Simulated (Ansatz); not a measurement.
# Worked example: vertical ionisation energy of BBrCl2 (bromodichloroborane)

BBrCl2: 4 atoms, total charge 0, spin state singlet. As SMILES, `ClB(Cl)Br`. Geometry: relaxed at PBE0-D4/def2-TZVP.

Both states at this one shape; open shells run unrestricted unless said. 1 Eh = 27.2114 eV.

```
                                   level  program  singlet BBrCl2 (Eh)  doublet [BBrCl2]+ (Eh)
                              HF/cc-pVDZ   Ansatz         -3516.199323            -3515.813777
CCSD(T)/cc-pVDZ, 20 core orbitals frozen   Ansatz         -3516.723475            -3516.325296
   CCSD/cc-pVDZ, 20 core orbitals frozen   Ansatz         -3516.709536            -3516.309009
```

Work out the vertical ionisation energy at each level.


1. HF/cc-pVDZ: -3515.813777 − (-3516.199323) = 0.385546 Eh = 10.49 eV.
2. CCSD(T)/cc-pVDZ: -3516.325296 − (-3516.723475) = 0.398179 Eh = 10.84 eV.
3. CCSD/cc-pVDZ: -3516.309009 − (-3516.709536) = 0.400527 Eh = 10.90 eV.

No measured value is set beside it here; the levels span 10.49 to 10.90 eV. Hartree–Fock favours the state with fewer electron pairs, since it lacks pair correlation. Spin-orbit coupling, which splits open shells on such heavy atoms by tenths of an eV, is left out. All-electron rows are non-relativistic unless named.
